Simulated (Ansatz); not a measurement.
Start from `BNC=C=C` and change one atom or group to get `C=C=CS`.

Ansatz, PBE0-D4/def2-TZVP geometries, multiplicity 1. Each molecule was computed in one conformer, which needn't be the lowest.

```csv
property,`BNC=C=C`
HOMO–LUMO gap (ωB97M-V/def2-TZVPP) / eV,10.33
HOMO–LUMO gap (B3LYP/def2-TZVPP) / eV,5.89
zero-point energy (PBE0-D4/def2-TZVP) / kJ/mol,226.2
size of the dipole moment (PBE/def2-TZVPP) / D,1.68
LUMO energy (ωB97M-V/def2-TZVPP) / eV,1.46
HOMO energy (B3LYP/def2-TZVPP) / eV,-6.52
```

(1) What does the change do to each property? (An estimate is asked.)

Results:

(1) The calculation gave: 
```tsv
property	`C=C=CS`	shift
HOMO–LUMO gap (ωB97M-V/def2-TZVPP) / eV	10.33	0.00
HOMO–LUMO gap (B3LYP/def2-TZVPP) / eV	5.69	-0.20
zero-point energy (PBE0-D4/def2-TZVP) / kJ/mol	146.2	-80.0
size of the dipole moment (PBE/def2-TZVPP) / D	0.91	-0.77
LUMO energy (ωB97M-V/def2-TZVPP) / eV	1.79	0.33
HOMO energy (B3LYP/def2-TZVPP) / eV	-6.22	0.30
```

With PBE0 the HOMO rises by 0.30 eV and the LUMO rises by 0.09 eV, so the gap narrows by about 0.21 eV. PBE moves the HOMO by 0.36 eV and ωB97M-V by 0.33 eV. The zero-point energy changes by -80.0 kJ/mol with -9 modes. Dipoles are sizes alone; their direction can turn.

B3LYP here is the variant with VWN-RPA as its local correlation; programs differ in this.
